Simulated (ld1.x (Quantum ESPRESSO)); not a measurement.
## Before and after: TM potential for Re

* Element: rhenium
* Generator: ld1.x (Quantum ESPRESSO) 7.5
* Type: norm-conserving Troullier–Martins (Kleinman–Bylander form)
* Functional: PBEsol
* Relativity: scalar-relativistic
* Frozen core: [Xe] 4f14
* Valence charge: 7
* Reference configuration: 5d5 6s1.5 6p0 (charge +0.5)
* Partial waves: 6s (bound): rc 2.10 bohr; 5d (bound): rc 1.85 bohr; 6p (bound, empty): rc 3.25 bohr
* Local potential: the p channel
* Core correction: none

All-electron outer shells of the reference configuration (PBEsol, scalar-relativistic, ld1.x):

| shell | level (eV) | outermost node (bohr) | outermost maximum (bohr) |
| --- | --- | --- | --- |
| 4f | -46.09 | – | 0.41 |
| 6s | -9.27 | 1.24 | 2.51 |
| 5d | -9.07 | 0.62 | 1.41 |
| 6p | -3.99 | 1.48 | 3.39 |

Change: all radii scaled by about 1.14 (s 2.38, p 3.70, d 2.10 bohr).

Cutoffs: the cutoffs (Ry, on a coarse ladder) from which the occupation-weighted sum of valence levels, in a spherical-Bessel basis at the reference potential, stays within 10 and 1 mRy of its value at 400 Ry; they do not see the model core or the augmentation charge, which bear on the density cutoff. Errors are all-electron minus pseudo energies relative to the spin-unpolarised reference configuration.

Problem. How do hardness, ghosts and transferability respond?

Solution. The potential gets neither clearly harder nor softer (35 Ry and 40 Ry → 35 Ry and 40 Ry); the d channel sets the loose cutoff, while the largest relative change is in s, which becomes softer; of the 7 tests that both files solve, the error grows in 1 and shrinks in 1 by more than 15 % and 0.3 meV (median size 12.5 → 12.7 meV); neither file shows a bound ghost.

```tsv
quantity	base	changed
cutoff, loose	35 Ry	35 Ry
cutoff, tight	40 Ry	40 Ry
loose cutoff by channel (10 mRy a level)	s 12 Ry, d 30 Ry	s 6 Ry, d 30 Ry
bound ghosts	none	none
error for 5d5 6s2 6p0, meV [ΔE -3.80 eV]	+0.6	+0.6
error for 5d5 6s1 6p0, meV [ΔE 5.49 eV]	-3.0	-3.2
error for 5d5 6s0 6p0, meV [ΔE 21.83 eV]	-14	-18
error for 5d6 6s1 6p0, meV [ΔE -2.85 eV]	-47	-52
error for 5d3 6s0 6p0, meV [ΔE 88.38 eV]	-502	-470
error for 5d5 6s0 6p2, meV [ΔE 6.16 eV]	-11	-5.0
error for 5d5.5 6s1.5 6p0, meV [ΔE -3.42 eV]	-13	-13
```
